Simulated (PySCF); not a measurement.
Structure from NMR data

Molecular formula: C5H11FSi3. Simulated spectra:

¹H NMR (400 MHz, computed): δ 5.61 (m, 1H), 4.57 (m, 1H), 4.21 (m, 1H), 4.19 (m, 1H), 4.09 (m, 1H), 4.05 (m, 1H), 3.97 (m, 1H), 2.29 (m, 1H), 1.92 (m, 1H), 1.64 (d, 1H), 1.23 (m, 1H).

¹³C{¹H} NMR (computed): δ 92.2 (C), 82.7 (CH), 75.6 (CH), 17.0 (CH2), 10.5 (CH).

Gas phase, non-relativistic Hamiltonian, one conformer. GIAO PBE0/pcSseg-1 shieldings; structure optimised with GFN2-xTB; PySCF 2.14.

Shifts are taken against calculated references (same method and geometry level): ¹H and ¹³C against TMS.

Question: What is the structure?

Answer: 
1. Rings plus π bonds: 3 (1 ring in the answer).
2. 5 carbon signals for 5 carbons: no two carbons are equivalent.
3. Carbon types of the structure: 1 × C, 3 × CH, 1 × CH2, leaving 6 H on heteroatoms.
4. δC 92.2: alkyne carbon; sp carbons lie upfield of alkene carbons because the cylindrical π system leaves one tensor component strongly shielded.
5. δC 82.7: sp3 CH bonded to F and 2 Si; deshielded by the electronegative neighbour.
6. δC 75.6: terminal alkyne carbon; sp carbons lie upfield of alkene carbons because the cylindrical π system leaves one tensor component strongly shielded.
7. δC 10.5: propargylic sp3 CH bonded to Si; an electropositive neighbour leaves it electron-rich and shielded.
8. δH 5.61: hydrogen on an sp3 CH bonded to F and 2 Si; its carbon carries F, an electronegative neighbour.
9. δH 4.21, 4.19, 4.05, 3.97: hydrogen on a silicon bonded to C, Si, in a 6-membered ring.
10. δH 1.64: hydrogen on a terminal alkyne carbon; it lies on the axis of the triple bond, in its shielding cone.

The compound is `C#C[C@@H]1C[SiH2][SiH2][C@@H](F)[SiH2]1`.

The data come from this structure; uniqueness wasn't tested.

Splittings by ¹⁹F in the carbon and heteronuclear signals aren't shown, as no couplings were computed. Shifts are as computed. Against solution values, carbons near 30 ppm lie about +3 ppm off and those near 130 ppm about +5 ppm. Of 1211 compounds with measured shifts, 218 miss one by over three times the rms of a fit or turn the order of signals round; such compounds aren't used in these exercises. Multiplicities follow the n + 1 count of equivalent neighbours, as no J values were calculated; m marks all less simple cases, F and P coupling included.
